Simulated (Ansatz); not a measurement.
C2H3Cl2Ga (`C=[CH][Ga]([Cl])[Cl]`), charge 0, multiplicity 1.

**Question.** Give a relaxed structure at PBE0-D4/def2-TZVP (Ansatz 0.2.0). (Best estimate.)

**Answer.** Ansatz gave: 
Z-matrix (Å, degrees):
```
C
C 1 1.330
H 1 1.087 2 121.8
H 1 1.086 2 122.1 3 -180.0
Ga 2 1.928 1 120.4 3 180.0
H 2 1.086 1 119.9 3 0.0
Cl 5 2.137 2 120.4 1 0.2
Cl 5 2.132 2 124.2 1 -179.7
```
Point group Cs.
